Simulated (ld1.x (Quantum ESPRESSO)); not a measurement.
## Before and after: TM potential for Ir

Ir (Z = 77), norm-conserving Troullier–Martins (Kleinman–Bylander form), made with ld1.x (Quantum ESPRESSO) 7.5 (revPBE, scalar-relativistic). Core [Kr] 4d10 4f14 5s2, reference 5p6 5d7 6s1.5 6p0 (charge +0.5). Waves: 5p (bound): rc 1.20 bohr; 5d (bound): rc 1.70 bohr; 6s (bound): rc 2.35 bohr. Local part: the s channel. Core correction: a·sin(br)/r model core inside 0.70 bohr.

All-electron outer shells of the reference configuration (revPBE, scalar-relativistic, ld1.x):

```
shell  level (eV)  outermost node (bohr)  outermost maximum (bohr)
   5s     -101.91                   0.50                      0.89
   4f      -66.11                      –                      0.39
   5p      -58.66                   0.54                      1.01
   5d      -11.05                   0.59                      1.29
   6s       -9.76                   1.17                      2.35
   6p       -4.01                   1.39                      3.22
```

Change: local potential the d channel.

Cutoffs: the cutoffs (Ry, on a coarse ladder) from which the occupation-weighted sum of valence levels, in a spherical-Bessel basis at the reference potential, stays within 10 and 1 mRy of its value at 400 Ry; they do not see the model core or the augmentation charge, which bear on the density cutoff. Errors are all-electron minus pseudo energies relative to the spin-unpolarised reference configuration.

Task: How do hardness, ghosts and transferability respond?

Result: The potential gets neither clearly harder nor softer (120 Ry and 200 Ry → 120 Ry and 200 Ry); a bound ghost appears in p, s, which as a rule spoils a file; of the 7 tests that both files solve, the error grows in 0 and shrinks in 4 by more than 15 % and 0.3 meV (median size 39.2 → 24.7 meV); the range in which the d phases agree widens (upper end 1.1 → 2.4). In the separable form a ghost depends on how the local part lies against the semilocal potential of the channel, so the choice of the local part can create or remove one.

```tsv
quantity	base	changed
cutoff, loose	120 Ry	120 Ry
cutoff, tight	200 Ry	200 Ry
loose cutoff by channel (10 mRy a level)	p 70 Ry, d 35 Ry, s 8 Ry	s 6 Ry, p 70 Ry, d 35 Ry
bound ghosts	none	p, s
error for 5p6 5d7 6s2 6p0, meV [ΔE -3.99 eV]	-0.3	-0.1
error for 5p6 5d7 6s1 6p0, meV [ΔE 5.79 eV]	-4.7	-4.5
error for 5p6 5d7 6s0 6p0, meV [ΔE 23.12 eV]	-39	-36
error for 5p6 5d7.5 6s1.5 6p0, meV [ΔE -4.29 eV]	-7.6	-1.5
error for 5p6 5d7 6s0 6p1, meV [ΔE 12.25 eV]	-996	-226
error for 5p6 5d6 6s2 6p0, meV [ΔE 8.15 eV]	-52	-25
error for 5p6 5d7 6s1 6p1, meV [ΔE 1.31 eV]	-559	-119
s: phases at 2.55 bohr within 0.05 rad from the reference energy up to (Ry; the scan ends near 5)	2.8	2.9
p: phases at 2.55 bohr within 0.05 rad from the reference energy up to (Ry; the scan ends near 5)	-1.3	-0.4
d: phases at 2.55 bohr within 0.05 rad from the reference energy up to (Ry; the scan ends near 5)	1.1	2.4
```

 A true bound ghost makes a file unfit for plane-wave use even where its test errors are small: the radial tests pick states by their node count and pass the ghost by.
